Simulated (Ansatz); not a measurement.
Input file for Ansatz (an electronic-structure program): R-RI-MP2/cc-pVQZ on CH4GeO (SMILES [CH3][Ge][OH]), a point of a torsion scan. Files ending in .json are basis or fitting sets from the Basis Set Exchange. The run froze 16 orbitals, filled d shells among them.

Ansatz 0.2 input:
```yaml
crystal:
  periodic: [false, false, false]
  atoms:
    - {symbol: C, position_ang: [-0.88514380, -0.04918599, 0.02619709]}
    - {symbol: Ge, position_ang: [0.48333378, 1.45835949, -0.09651435]}
    - {symbol: O, position_ang: [1.89058304, 0.36639757, 0.10343621]}
    - {symbol: H, position_ang: [-0.50096891, -0.95769955, -0.43344878]}
    - {symbol: H, position_ang: [-1.83854696, 0.20226232, -0.43848277]}
    - {symbol: H, position_ang: [-1.07766787, -0.26688087, 1.07756558]}
    - {symbol: H, position_ang: [2.70368955, 0.65620122, 0.50809249]}
basis:
  gaussian:
    orbitals: cc-pVQZ
    fitting: {mean_field: def2-universal-JKFIT, correlation: cc-pVQZ-RIFIT.json}
magnetization: {spin_polarized: false}
correlation: {method: mp2, electrons: outside_noble_gas}
scf: {lower_state_search: off}
```

Program output:

```
WARN ansatz: RAYON_NUM_THREADS=1 ignored (pool sized by the plan → 1); use --threads N
Functional definition: HF
these checks for a lower state are left out or cut short: stability, starts, cluster_reference, orbital_swaps, neighbouring_geometries, increment
integrals: 0.36 GiB planned
490 factors; integrals over basis functions are off by at most 3.9e0 eV
mean field: 0.59 GiB planned
mean field evaluation 1: about -59602.7190 eV, gradient 4.7e1 eV
mean field evaluation 2: about -59605.3549 eV, gradient 3.3e1 eV
mean field evaluation 4: about -59607.3264 eV, gradient 1.7e0 eV
mean field evaluation 8: about -59607.3398 eV, gradient 2.0e-6 eV
mean field -59607.33981105 eV, -2190.5293347500 hartree, gradient 2.0e-6 eV, S^2 0.000000; 0 other end points of the search recorded, 0 dependent functions left out
16 core orbitals not correlated
710 factors; their error is unknown
reference -59607.33981105 eV, -2190.5293347500 hartree; 9, 9 occupied and 273, 273 virtual orbitals, 710 factors
second order -15.22864285 eV of doubles, -0.00000000 eV of singles
Total energy: -59622.56845390 eV, -2191.0889770524 hartree
Checks for a lower state left out: stability, starts, cluster_reference, orbital_swaps, neighbouring_geometries, increment
```

The calculation finished and met its thresholds.

Cost: about 4 core-seconds (a rough figure).
